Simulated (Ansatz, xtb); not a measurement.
# Relative energy of two structures of AlClH2OSi2

Structure I is a singlet given by its coordinates and structure II is a singlet given by its coordinates. Both are isolated molecules in the gas phase, relaxed with PBE0-D3(BJ)/def2-SVP.

I (Å):

| atom | x (Å) | y (Å) | z (Å) |
| --- | --- | --- | --- |
| Al | -0.4154 | 0.3090 | 1.0908 |
| Cl | -1.0264 | 0.0501 | 3.0734 |
| O | -0.3615 | 1.9497 | 0.3749 |
| Si | 0.4643 | -0.6752 | -0.9286 |
| Si | -0.3632 | 1.3881 | -1.1870 |
| H | -0.3904 | -1.6597 | -1.6759 |
| H | -0.6395 | 2.4874 | -2.1613 |

Close contacts (Å): Al1–Cl2 2.09, Al1–O3 1.79, Al1–Si4 2.41, Al1–Si5 2.52, O3–Si5 1.66, Si4–Si5 2.24, Si4–H6 1.50, Si5–H7 1.49.

II (Å):

```yaml
atoms:
  - { symbol: Al, position_ang: [-0.1598, 0.9535, -1.6686] }
  - { symbol: Cl, position_ang: [-2.5251, -2.0939, -0.4800] }
  - { symbol: O, position_ang: [1.0439, 1.1286, -0.3516] }
  - { symbol: Si, position_ang: [-0.6215, -1.2912, -0.8330] }
  - { symbol: Si, position_ang: [0.2142, 0.1337, 0.6952] }
  - { symbol: H, position_ang: [0.5641, 0.4083, 2.1234] }
  - { symbol: H, position_ang: [-0.3523, 2.0753, -2.7619] }
```

Close contacts (Å): Al1–O3 1.79, Al1–Si4 2.44, Al1–Si5 2.53, Cl2–Si4 2.10, O3–Si5 1.67, Si4–Si5 2.25, Al1–H7 1.58, Si5–H6 1.50.

Question: Estimate which is lower in electronic energy at CCSD(T)/def2-SVP + ΔMP2/def2-TZVPP, and by roughly how much.

Answer: The CCSD(T)/def2-SVP + ΔMP2/def2-TZVPP calculation puts structure I lower, by 94.9 kJ/mol.

How the difference moves with the method:

| level | geometry | E(II) − E(I) (kJ/mol) | departure from the last row (kJ/mol) | job, with rough time for the two |
| --- | --- | --- | --- | --- |
| PBE0-D3(BJ)/def2-SVP | PBE0-D3(BJ)/def2-SVP | +97.8 | +2.9 | optimisation, 3.7 min |
| HF/def2-SVP | PBE0-D3(BJ)/def2-SVP | +110.6 | +15.7 | part of the CCSD(T) run |
| MP2/def2-SVP | PBE0-D3(BJ)/def2-SVP | +110.5 | +15.6 | part of the CCSD(T) run |
| CCSD(T)/def2-SVP | PBE0-D3(BJ)/def2-SVP | +108.2 | +13.3 | single point |
| CCSD(T)/def2-SVP + ΔMP2/def2-TZVPP | PBE0-D3(BJ)/def2-SVP | +94.9 |  | single point, 93 s |

None of the levels shown reverses the order. The largest departure from CCSD(T)/def2-SVP + ΔMP2/def2-TZVPP is that of HF/def2-SVP, 15.7 kJ/mol. Levels run at GFN2-xTB geometries aren't shown. The last row adds to CCSD(T) the change of the MP2 difference between the two basis sets, here −13.3 kJ/mol, a large step that makes the value less sure.

With harmonic frequencies from PBE0-D3(BJ)/def2-SVP (ideal gas, rigid rotor, one conformer each, 298.15 K, 1 atm): on the last row, ΔE + ΔZPE = +93.0, ΔH = +93.0, ΔG = +93.2 kJ/mol.

The correlated steps freeze 21 core orbitals. Programs: Ansatz 0.2.0; the last row on 1 thread of AMD EPYC (Zen 3) on a shared host.
